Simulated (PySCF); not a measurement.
B3LYP has the VWN-RPA correlation part, as in Gaussian. Delta-SCF ions had no search for a lower state. Excitations are Tamm–Dancoff values on a coarser integration grid. The basis has no diffuse functions, so Rydberg states are missing or too high.

H$_{3}$InO$_{3}$, SMILES `[OH][In]([OH])[OH]` (charge 0, multiplicity 1)

Calculation: PySCF 2.14.0 with B3LYP-D3(BJ)/def2-TZVP.

```yaml
HOMO: -8.40 eV
dipole_moment: 0.00 D
HOMO–LUMO gap: 6.03 eV
LUMO: -2.37 eV
S1 excitation (TDA): 4.75 eV
S1 oscillator strength: 0.000
brightest of the four lowest singlets (TDA): 5.78 eV
T1 excitation (TDA): 4.37 eV
S1–T1 gap (TDA): 0.38 eV
vertical ionisation energy (Delta-SCF): 10.75 eV
total_energy: -11369.89 eV
cost: about 2.1 core-minutes (a rough figure)
```

```xyz
7

O     -0.0436     1.9860     0.0910
In     0.0000     0.0001     0.0003
O     -1.6819    -1.0188    -0.2941
O      1.7253    -0.9672     0.2038
H     -0.9365     2.3310    -0.0226
H     -1.5260    -1.9697    -0.3186
H      2.4627    -0.3614     0.3400
```
Charge 0, spin multiplicity 1.
